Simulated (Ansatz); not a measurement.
Au2H4S2Si2, SMILES [S]([Au])[SiH2][SiH2][S][Au], multiplicity 1.

Coordinates come from a r2SCAN-D4/def2-SVP optimisation. The multiplicity is an assumed one; no other spin state was optimised. The def2 effective core potentials stand for the cores of Au; spin–orbit coupling is left out. Other conformers were not sampled.

Two levels are set side by side: PBE/def2-SVPD (Ansatz, an electronic-structure program) and PBE0/def2-SVPD (Ansatz). Energy differences of separate SCF runs at the same geometry; the states with an electron removed or added have multiplicity 2 and 2. Differences are taken from unrounded values.

| quantity | PBE0 |
|---|---|
| vertical ionisation energy (eV) | 8.19 |
| vertical electron affinity (eV) | 2.19 |
| vertical singlet–triplet gap (eV) | 1.86 |

### Question
What does PBE give, and how far is it from PBE0? (An estimate is asked for; the answer gives what the named calculation found.)

### Answer

```json
[
 {"quantity": "vertical ionisation energy (eV)", "PBE": "7.86", "PBE minus PBE0": "-0.34"},
 {"quantity": "vertical electron affinity (eV)", "PBE": "2.49", "PBE minus PBE0": "0.31"},
 {"quantity": "vertical singlet–triplet gap (eV)", "PBE": "1.51", "PBE minus PBE0": "-0.34"}
]
```
